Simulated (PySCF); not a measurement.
## How methods differ on the excitation energy of Mo⁺

Mo⁺ [Kr] 4d5 (6S) → Mo⁺ [Kr] 4d4 5s1 (6D), as a difference of total energies. Calculation: PySCF 2.14, in def2-QZVPPD with the def2 core potential (28 electrons); a scalar-relativistic core potential. Correlated levels: valence: 4s2 4p6 frozen; valence and next inner shell: nothing frozen outside the core potential. The calculations carry no spin-orbit coupling.

```csv
method,excitation energy (eV)
UHF,1.395
LDA,1.311
PBE,1.363
PBE0,1.499
r2SCAN,1.282
MN15,1.424
PBEsol,1.367
M06-2X,1.523
PW91,1.357
MP2 (valence),1.600
SCS-MP2 (valence),1.463
MP2 (valence and next inner shell),1.527
SCS-MP2 (valence and next inner shell),1.453
```

Errors of the correlated levels include the incompleteness of this basis and the frozen core.

Problem. Which method comes closest to the reference value, and which is furthest?

Solution. The reference is 1.587 eV (measured; NIST levels, between the centres of gravity of the two terms). Closest: MP2 (valence) (error 0.013 eV); furthest: r2SCAN (error -0.305 eV).
